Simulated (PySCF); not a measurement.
**Heteronuclear NMR**

Atom-mapped SMILES (the numbers label the heavy atoms): `[CH3:1][C:2]([CH3:3])([F:4])[c:5]1[cH:6][cH:7][cH:8][cH:9][cH:10]1`. Each H is labelled by its parent atom.

Method: PBE0-D3(BJ)/def2-SVP geometry, σ from GIAO-PBE0/pcSseg-1, in PySCF 2.14.0 with density-fitted response routines (single conformer, rapidly exchanging positions averaged, relativity neglected, isolated molecule).

Question: Predict the ¹⁹F NMR data.

Answer: 
```json
{"atoms": "F4", "environment": "fluorine on an sp3 carbon", "σ (ppm)": "351.1", "δ (ppm)": "-155.1"}
```

Shieldings were converted by a linear fit to measured shifts: ¹⁹F: δ = 160.63 − 0.942σ +14.9 on sp3 carbon (rms 6.9 ppm, 221 shifts, 7.7 ppm with the 5 outliers that the fit left out vs CFCl3, solution or neat liquid). Occasional misses reach two or three times the rms, and more in compound classes unlike the fitted ones.

On a 600 MHz spectrometer ¹⁹F resonates near 564.6 MHz, so 1 ppm is 564.6 Hz.
